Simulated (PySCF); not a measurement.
**TlC: everyday levels beside a composite calculation**

PySCF; the state is a quartet (σ ↑, π ↑↑). The composite is CCSD(T) extrapolated to the basis-set limit from two correlation-consistent sets, with core-valence (CV) and scalar-relativistic (SR) terms as its label shows; it has no spin–orbit coupling and nothing beyond (T). Here it is CCSD(T)/CBS(DT)+CV. It gives Re = 2.269 Å, ωe = 437 cm⁻¹ and De = 2.62 eV to Tl + C.

| level | basis | relativity | Re (Å) | ωe (cm⁻¹) | De (eV) |
| --- | --- | --- | --- | --- | --- |
| UHF-MP2 | def2-SVP | scalar-relativistic core potentials | 2.303 | 445 | 2.37 |
| UHF-MP2 | def2-SVPD | scalar-relativistic core potentials | 2.319 | 431 | 2.52 |
| UHF-CCSD | def2-TZVPP | scalar-relativistic core potentials | 2.285 | 437 | 2.44 |
| UHF-CCSD(T) | cc-pVDZ-PP/cc-pVDZ | scalar-relativistic core potentials | 2.307 | 430 | 2.29 |
| revPBE | def2-SVP | scalar-relativistic core potentials | 2.334 | 393 | 2.81 |
| PW91 | aug-cc-pVDZ-PP/aug-cc-pVDZ | scalar-relativistic core potentials | 2.315 | 398 | 3.00 |
| PW91 | def2-TZVPP | scalar-relativistic core potentials | 2.284 | 410 | 3.04 |
| r²SCANh | def2-TZVPP | scalar-relativistic core potentials | 2.266 | 435 | 2.83 |
| B3LYP | def2-SVPD | scalar-relativistic core potentials | 2.325 | 407 | 2.61 |
| HSE06 | cc-pVDZ-PP/cc-pVDZ | scalar-relativistic core potentials | 2.296 | 426 | 2.71 |

**Question.** Give the difference of each row from the composite.

**Answer.** 

```json
{"level": "UHF-MP2", "basis": "def2-SVP", "ΔRe (pm)": "+3.4", "Δωe (%)": "+1.8", "ΔDe (eV)": "-0.25"}
{"level": "UHF-MP2", "basis": "def2-SVPD", "ΔRe (pm)": "+5.0", "Δωe (%)": "-1.4", "ΔDe (eV)": "-0.10"}
{"level": "UHF-CCSD", "basis": "def2-TZVPP", "ΔRe (pm)": "+1.6", "Δωe (%)": "+0.0", "ΔDe (eV)": "-0.18"}
{"level": "UHF-CCSD(T)", "basis": "cc-pVDZ-PP/cc-pVDZ", "ΔRe (pm)": "+3.8", "Δωe (%)": "-1.6", "ΔDe (eV)": "-0.33"}
{"level": "revPBE", "basis": "def2-SVP", "ΔRe (pm)": "+6.5", "Δωe (%)": "-10.1", "ΔDe (eV)": "+0.19"}
{"level": "PW91", "basis": "aug-cc-pVDZ-PP/aug-cc-pVDZ", "ΔRe (pm)": "+4.6", "Δωe (%)": "-8.9", "ΔDe (eV)": "+0.38"}
{"level": "PW91", "basis": "def2-TZVPP", "ΔRe (pm)": "+1.5", "Δωe (%)": "-6.2", "ΔDe (eV)": "+0.42"}
{"level": "r²SCANh", "basis": "def2-TZVPP", "ΔRe (pm)": "-0.3", "Δωe (%)": "-0.5", "ΔDe (eV)": "+0.21"}
{"level": "B3LYP", "basis": "def2-SVPD", "ΔRe (pm)": "+5.6", "Δωe (%)": "-6.9", "ΔDe (eV)": "-0.01"}
{"level": "HSE06", "basis": "cc-pVDZ-PP/cc-pVDZ", "ΔRe (pm)": "+2.7", "Δωe (%)": "-2.5", "ΔDe (eV)": "+0.09"}
```

**Question.** Which rows come closest in De?

**Answer.** B3LYP in def2-SVPD (-0.01 eV), counted from the composite.

Correlated steps freeze 5 core orbitals. Correlated levels converge slowly with the basis: in double zeta they bind strong bonds too weakly, by up to about 1 eV, and carry superposition errors of some tenths. Spin–orbit coupling is left out, which matters for elements this heavy, above all for dissociation energies. The state is the lowest determinant that a PBE0 search found; another state may lie lower at other levels.
